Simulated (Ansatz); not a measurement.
Ideal-gas functions of H₆NSbSi (`N[SiH2][SbH2]`) at 600 K and 1 bar, from an Ansatz frequency run at PBE0-D4/def2-TZVP.

Molar mass 169.9 g/mol, point group C1 (symmetry number 1), electronic degeneracy 1, moments of inertia 37.351, 287.568, 312.132 u Å². Harmonic wavenumbers (cm⁻¹, unscaled): 75, 135, 206, 311, 380, 394, 533, 582, 676, 796, 826, 853, 909, 961, 1581, 1946, 1960, 2171, 2217, 3598, 3692.

Use S(trans) = R[1.5 ln M + 2.5 ln T − 1.1517]; rotational temperatures θ = 24.2544 K / I; S(rot) = R[ln(√π/σ · √(T³/θAθBθC)) + 1.5]; for each mode x = 1.438777 ν̃/T, S = R[x/(eˣ − 1) − ln(1 − e⁻ˣ)] and H = RT x/(eˣ − 1); 1 cm⁻¹ = 0.0119627 kJ/mol; R = 8.31446 J/(mol·K).

Q: By hand: the entropy, in J/(mol·K).

A: Translation 187.4. Rotation: θ = 0.6494, 0.0843, 0.0777 K, giving 119.7. Vibration, mode by mode: 22.59, 17.73, 14.26, 10.94, 9.37, 9.09, 6.82, 6.19, 5.15, 4.10, 3.87, 3.68, 3.31, 3.00, 0.92, 0.45, 0.43, 0.28, 0.26, 0.01, 0.01, in all 122.5. Electronic 0.0. Sum 429.6 J/(mol·K).

Q: By hand: H − E and G − E in kJ/mol, counted from the electronic energy.

A: Zero-point energy ½ × 24802 × 0.0119627 = 148.3; thermal vibration 37.4; translation, rotation and pV give 4 RT = 20.0. H − E = 205.7 kJ/mol, and G − E = 205.7 − 600 × 429.6/1000 = -52.1 kJ/mol.

Vibration gives 29 % of the entropy, 40.3 J/(mol·K) of it from the modes under 150 cm⁻¹: soft modes count most, and the harmonic formula is weakest for them. The sum counts one conformer and one mirror image; others add a mixing term.
